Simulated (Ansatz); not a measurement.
Molecule: CH5Al, net charge 0, singlet state. 
Coordinates optimised at B3LYP-D3(BJ)/def2-TZVP (Ansatz, a first-principles code):
```
C
H 1 1.0914
H 1 1.0944 2 108.12
H 1 1.0955 2 107.65 3 -114.18
Al 1 1.9548 2 113.32 4 -122.23
H 5 1.5842 1 121.39 2 6.16
H 5 1.5845 6 118.84 1 -179.58
```

Dipole moments at this geometry, in debye (magnitudes).

```json
[
 {"level": "PBE/def2-TZVPD", "program": "Ansatz", "dipole (D)": "0.75"},
 {"level": "r2SCAN/def2-TZVPD", "program": "Ansatz", "dipole (D)": "0.75"},
 {"level": "PBE0/def2-TZVPD", "program": "Ansatz", "dipole (D)": "0.72"},
 {"level": "CAM-B3LYP/def2-TZVPD", "program": "Ansatz", "dipole (D)": "…"},
 {"level": "CCSD(T)/aug-cc-pV(D+d)Z", "program": "Ansatz", "dipole (D)": "…"}
]
```

Q: Fill in the missing entries.

A: 
- CAM-B3LYP/def2-TZVPD, dipole (D): 0.68
- CCSD(T)/aug-cc-pV(D+d)Z, dipole (D): 0.67
